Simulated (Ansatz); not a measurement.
Born–Oppenheimer molecular dynamics of ClGaH₄S (7 atoms, charge 0, multiplicity 1). It starts at the highest image of a converged band, a first-order saddle point between two minima.

All numbers below come from Ansatz, RHF/def2-SVP.

```json
{
  "ensemble": "NVE (velocity Verlet)",
  "time step": "0.5 fs",
  "steps asked": "200",
  "starting velocities drawn for": "100 K",
  "seed": "2742"
}
```

First frame:

```xyz
7
Properties=species:S:1:pos:R:3
Ga 0.089 -0.302 -0.148
Cl -0.073 -0.090 2.365
H 1.493 0.262 -0.512
H -1.332 0.020 -0.699
S 0.270 -2.602 0.548
H -1.026 -2.916 0.453
H 0.101 -1.519 1.857
```

Problem. How far do the bonds stretch over the last three quarters of this one trajectory? (Pairs bonded in most of those frames.)

Solution. 
```json
{"bond": "Ga1–H3", "mean (Å)": "1.566", "spread (Å)": "0.031", "shortest": "1.52", "longest": "1.61"}
{"bond": "Ga1–H4", "mean (Å)": "1.564", "spread (Å)": "0.015", "shortest": "1.54", "longest": "1.59"}
{"bond": "Ga1–S5", "mean (Å)": "2.252", "spread (Å)": "0.061", "shortest": "2.18", "longest": "2.37"}
{"bond": "Cl2–H7", "mean (Å)": "1.279", "spread (Å)": "0.025", "shortest": "1.24", "longest": "1.31"}
{"bond": "S5–H6", "mean (Å)": "1.337", "spread (Å)": "0.008", "shortest": "1.32", "longest": "1.35"}
```

Mean temperature of the second half: 871 K. The conserved energy stayed within 0.055 meV per atom of its start (net change -0.0043 meV per atom), so the integration is sound. The kinetic energy rose, since the run started high on the potential surface and went downhill. It ends in pieces (ClH + GaH3S), so much of that is their flight and rotation, not heat. A run of 0.1 ps of so small a system gives no equilibrium averages. The orbitals stay closed-shell, which can raise the energy where a bond breaks towards radicals; this wasn't checked here.

The run took 5.8 min on 1 thread of Arm Neoverse V1, on a shared host, peak memory 0.18 GiB.
